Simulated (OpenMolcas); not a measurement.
**B I: from CASSCF to CASPT2**

```json
{
 "Program": "OpenMolcas",
 "Basis": "ANO-RCC-VDZP [3s2p1d]",
 "Scalar Hamiltonian": "DKH2, point nucleus",
 "Active space": "3 electrons in 4 orbitals (2s 2p)",
 "State averaging": "2S+1 = 4 odd, 1 root (0 in the spin-orbit step); 2S+1 = 2 odd, 3 roots kept (CI in the orbitals of an earlier block); 2S+1 = 4 even, 3 roots; 2S+1 = 2 even, 5 roots kept (CI in the orbitals of an earlier block)",
 "Spin-orbit coupling": "RASSI with atomic mean-field integrals over the reference wave functions, term energies averaged over their components"
}
```

Methods on the same reference wave functions:
A. CASSCF
B. SS-CASPT2, IPEA 0.25 Eh, imaginary shift 0.1 Eh (closed shells correlated: 1s)

Energies in cm⁻¹ above 2s² 2p ²P°_1/2, the measured ground level; measured values from NIST Handbook of Basic Atomic Spectroscopic Data.

| Level | A | B | Measured |
| --- | --- | --- | --- |
| 2s² 2p ²P°_1/2 | 0.0 | 0.0 | 0.0 |
| 2s² 2p ²P°_3/2 | 14.0 | 14.0 | 15.3 |
| 2s 2p² ⁴P_1/2 | 23599 | 26530 | 28870 |
| 2s 2p² ⁴P_3/2 | 23604 | 26540 | 28875 |
| 2s 2p² ⁴P_5/2 | 23613 | 26540 | 28881 |
| 2s 2p² ²D_3/2 | 55064 | 51230 | 47857 |
| 2s 2p² ²D_5/2 | 55064 | 51230 | 47857 |

Deviations, from unrounded energies. A percentage is the sum of absolute deviations over the sum of measured energies, with the sign that they share, or ± where signs differ.

```tsv
Against measurement	Levels	A	B
mean absolute deviation (cm-1)	6	5000	2300
fine structure of the ground term (%)	1	-8.4	-8.4
other configurations (%)	5	±16.6	±7.5
```

B lies closest to measurement on these levels. The largest miss of B in the table is 2s 2p² ²D_5/2, by +3400 cm-1. The ranking rests on the paired levels alone, and a cruder setting can come out closer through cancelling errors.

The lowest spin-free term lies below A's lowest term by 0.027 hartree in B.

Term energies are means over components that CASPT2 splits; among the terms shown or strongly mixed into the levels shown the widest spread is 380 cm-1 (2s 2p² ²D, B). Terms from blocks run as CI alone lack orbitals of their own. Without dynamic correlation excited terms often stand tens of per cent too high (terms of higher spin than the ground term too low), and those without a measured partner can miss by more than the paired ones (holds for A). Measured partners are found by configuration, term and J. A level has none where our copy of the source lacks it or the pairing is in doubt (some pairs that miss far off the trend of their configuration count as doubtful), and it then counts in no deviation. Levels of configurations outside the active space are missing.

° marks odd parity.
